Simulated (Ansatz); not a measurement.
Reaction (cleavage of the Ge–Ge bond): `[Cl][GeH2][GeH2][Cl]` + HCl → `[Cl][GeH2][Cl]` + `[Cl][GeH3]`

Isolated molecules relaxed with PBE0-D4/def2-TZVP in Ansatz; ΔE leaves out vibrations. CCSD(T)/CBS is the MP2 limit (def2-TZVPP, def2-QZVPP) plus CCSD(T) − MP2 in def2-TZVPP, frozen cores. This one scheme is used for every species. DFT in def2-TZVPP. B3LYP here is the variant with VWN-RPA as its local correlation; programs differ in this. HSE06 is defined as in plane-wave codes. For Ge outer-core shells are correlated without core-valence functions, which leaves a few kJ/mol of doubt a bond. Scalar relativity is left out up to krypton. Each species was taken in one conformer, which may not be the lowest.

| level | ΔE (kJ/mol) | difference from CCSD(T)/CBS |
| --- | --- | --- |
| LDA (SPW92) | -36.3 | 5.8 |
| PBE-D4 | -36.6 | 5.5 |
| revPBE-D4 | -38.1 | 4.0 |
| BLYP-D4 | -38.8 | 3.3 |
| B97M-V | -55.6 | -13.5 |
| PBE0-D4 | -40.7 | 1.4 |
| B3LYP-D4 | -42.0 | 0.1 |
| r2SCANh-D4 | -46.2 | -4.1 |
| HSE06-D4 | -40.7 | 1.4 |
| BHLYP-D4 | -47.3 | -5.2 |
| CAM-B3LYP-D4 | -46.6 | -4.5 |
| ωB97X-V | -49.0 | -6.9 |
| ωB97M-V | -47.1 | -5.0 |
| B2PLYP | -48.5 | -6.4 |
| PBE-QIDH | -47.5 | -5.4 |
| revPBE | -42.1 | 0.0 |
| BLYP | -45.1 | -3.0 |
| r2SCAN | -47.0 | -4.9 |
| PBE0 | -44.3 | -2.2 |
| B3LYP | -47.9 | -5.8 |
| r2SCANh | -47.5 | -5.4 |
| r2SCAN0 | -48.3 | -6.2 |
| HSE06 | -44.3 | -2.2 |
| BHLYP | -54.2 | -12.1 |
| CAM-B3LYP | -50.6 | -8.5 |
| RPA@PBE/def2-TZVPP | -42.6 | -0.5 |
| HF/def2-SVP | -68.6 | -26.5 |
| MP2/def2-SVP | -53.4 | -11.3 |
| CCSD(T)/def2-SVP | -50.4 | -8.3 |
| HF/def2-TZVPP | -67.1 | -25.0 |
| MP2/def2-TZVPP | -46.2 | -4.1 |
| SCS-MP2/def2-TZVPP | -49.8 | -7.7 |
| CCSD/def2-TZVPP | -44.8 | -2.7 |
| CCSD(T)/def2-TZVPP | -43.4 | -1.3 |
| HF/def2-QZVPP | -67.8 | -25.7 |
| MP2/def2-QZVPP | -45.6 | -3.5 |
| SCS-MP2/def2-QZVPP | -50.1 | -8.0 |
| HF/CBS(def2) | -67.8 | -25.7 |
| MP2/CBS(def2) | -44.9 | -2.8 |
| CCSD/CBS(def2) | -43.5 | -1.4 |
| CCSD(T)/CBS | -42.1 | 0 |

(1) What do rigid-rotor, harmonic-oscillator terms from PBE0-D4/def2-TZVP frequencies (298.15 K, 1 bar) make of the CCSD(T)/CBS value? (An estimate is asked.)

Largest T1 diagnostic among the species: 0.010.

Answers

(1) Ansatz gave: ΔZPE = +4.5 kJ/mol, ΔH = -42.0 kJ/mol, ΔS = -2 J/(mol·K), ΔG = -41.4 kJ/mol. Modes under 50 cm⁻¹ make the entropy rough.

From PBE to PBE0 (25 % exact exchange), in def2-TZVPP and without D4, ΔE moves by −4.0 kJ/mol. Leaving LDA and LC-ωPBE aside and taking each functional with its dispersion term where it has one, the values spread over 19.0 kJ/mol, from B97M-V to PBE-D4. LDA lies +3.9 kJ/mol from PBE without D4. The D4 term adds +5.8 kJ/mol with B3LYP and +3.6 kJ/mol with PBE0; it sums over pairs of atoms, weighted by their polarisabilities, and B3LYP, whose exchange is more repulsive, gets the larger term.
